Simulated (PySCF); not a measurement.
FH₅Mo, multiplicity 1. Atoms are numbered in the order given.

```xyz
7

Mo     0.0000     0.0000     0.2183
F      0.0000     0.0000    -1.7279
H      0.9864     0.9864     1.1243
H      0.0000     0.0000     1.8875
H     -0.9864    -0.9864     1.1243
H     -0.9864     0.9864     1.1243
H      0.9864    -0.9864     1.1243
```

Geometry optimised at B3LYP-D3(BJ)/def2-TZVP. A frequency run showed that this geometry is not a minimum. The multiplicity is an assumed one; other spin states were not compared. The def2 effective core potentials stand for the cores of Mo; spin–orbit coupling is left out.

Calculation: TDA-M06-2X/def2-TZVPD (PySCF).

Vertical excitations; the highest root listed may be one member of a degenerate set. The molecule is in vacuum. State labels are in the subgroup C2v.

| state | symmetry | energy (eV) | λ (nm) | f | main pairs |
|---|---|---|---|---|---|
| S1 | A1 | 1.46 | 848 | 0.000 | HOMO→LUMO 98 % |
| S2 | A2 | 2.51 | 494 | 0.000 | HOMO−3→LUMO 99 % |
| S3 | B2 | 3.13 | 396 | 0.003 | HOMO−1→LUMO (degenerate set) |
| S4 | B1 | 3.13 | 396 | 0.003 | HOMO−2→LUMO (degenerate set) |
| S5 | B2 | 3.93 | 316 | 0.055 | HOMO→LUMO+2 (degenerate set) |
| S6 | B1 | 3.93 | 316 | 0.055 | HOMO→LUMO+1 (degenerate set) |
| S7 | A1 | 5.68 | 218 | 0.000 | HOMO−4→LUMO 92 % |
| S8 | A2 | 5.73 | 216 | 0.000 | HOMO−1→LUMO+1 48 %, HOMO−2→LUMO+2 48 % |
| S9 | A1 | 5.83 | 213 | 0.000 | HOMO−1→LUMO+2 45 %, HOMO−2→LUMO+1 45 % |
| S10 | B2 | 6.00 | 207 | 0.051 | HOMO−3→LUMO+1 89 % |
| T1 | A1 | 0.39 | 3196 | 0 | HOMO→LUMO 98 % |
| T2 | A2 | 2.22 | 559 | 0 | HOMO−3→LUMO 99 % |
| T3 | B2 | 2.64 | 469 | 0 | HOMO−1→LUMO (degenerate set) |
| T4 | B1 | 2.64 | 469 | 0 | HOMO−2→LUMO (degenerate set) |
Triplets are in the Tamm–Dancoff approximation.
